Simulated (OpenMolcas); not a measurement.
## P: CASPT2 settings compared

| Property | Result |
| --- | --- |
| Program | OpenMolcas |
| Basis | ANO-L-VQZP [6s5p3d2f] |
| Scalar Hamiltonian | non-relativistic, point nucleus |
| Active space | 3 electrons in 3 orbitals (3p) |
| State averaging | 2S+1 = 4 odd, 1 root; 2S+1 = 2 odd, 8 roots kept (CI in the orbitals of an earlier block) |
| Spin-orbit coupling | state interaction with AMFI integrals over the reference wave functions, term energies averaged over their components |

Methods on the same reference wave functions:
A. CASSCF
B. SS-CASPT2, IPEA 0.1 Eh, real shift 0.05 Eh (closed shells correlated: 2s 2p 3s)
C. SS-CASPT2, IPEA 0.1 Eh, real shift 0.15 Eh (closed shells correlated: 2s 2p 3s)
D. SS-CASPT2, IPEA 0.5 Eh, imaginary shift 0.25 Eh (closed shells correlated: 2s 2p 3s)

Energies in cm⁻¹ above 3s² 3p³ ⁴S°_3/2, the measured ground level; measured values from NIST Handbook of Basic Atomic Spectroscopic Data.

| Level | A | B | C | D | Measured |
| --- | --- | --- | --- | --- | --- |
| 3s² 3p³ ⁴S°_3/2 | 0.0 | 0.0 | 0.0 | 0.0 | 0.0 |
| 3s² 3p³ ²D°_3/2 | 15542 | 12070 | 12110 | 11870 | 11361 |
| 3s² 3p³ ²D°_5/2 | 15548 | 12080 | 12120 | 11880 | 11377 |
| 3s² 3p³ ²P°_1/2 | 25912 | 20270 | 20350 | 20260 | 18723 |
| 3s² 3p³ ²P°_3/2 | 25921 | 20280 | 20360 | 20270 | 18748 |

Deviations, from unrounded energies. A percentage is the sum of absolute deviations over the sum of measured energies, with the sign that they share, or ± where signs differ.

```tsv
Against measurement	Levels	A	B	C	D
mean absolute deviation (cm-1)	4	5700	1100	1200	1000
other terms of the ground configuration (%)	4	+37.7	+7.5	+7.9	+6.8
```

D lies closest to measurement on these levels and A furthest from it. The largest miss of D in the table is 3s² 3p³ ²P°_1/2, by +1500 cm-1. The ranking rests on the paired levels alone, and a cruder setting can come out closer through cancelling errors.

Among B to D the level of the table that moves most is 3s² 3p³ ²D°_5/2, by 240 cm-1 (lowest in D, highest in C). Moves below CASPT2's spread within the term are not significant.

The mean deviations of B to D differ by less than CASPT2's widest spread within a term (440 cm-1), so their order carries little weight.

From A to B the spin-free energies of the other terms of 3s² 3p³ shown, above ⁴S°, scale by a factor of 0.78.

The lowest spin-free term lies below A's lowest term by 0.127 hartree in B, 0.127 hartree in C, 0.111 hartree in D.

CASPT2 breaks the degeneracy within a term, and the mean is taken; among the terms shown or strongly mixed into the levels shown the widest spread is 440 cm-1 (3s² 3p³ ²D°, D). Terms from blocks run as CI alone lack orbitals of their own. With the s shell closed, the reference lacks s² → p² mixing. Without dynamic correlation excited terms often stand tens of per cent too high (terms of higher spin than the ground term too low), and those without a measured partner can miss by more than the paired ones (holds for A). Measured partners are found by configuration, term and J. A level has none where our copy of the source lacks it or the pairing is in doubt (some pairs that miss far off the trend of their configuration count as doubtful), and it then counts in no deviation. Only configurations of the active space appear.

° marks odd parity.
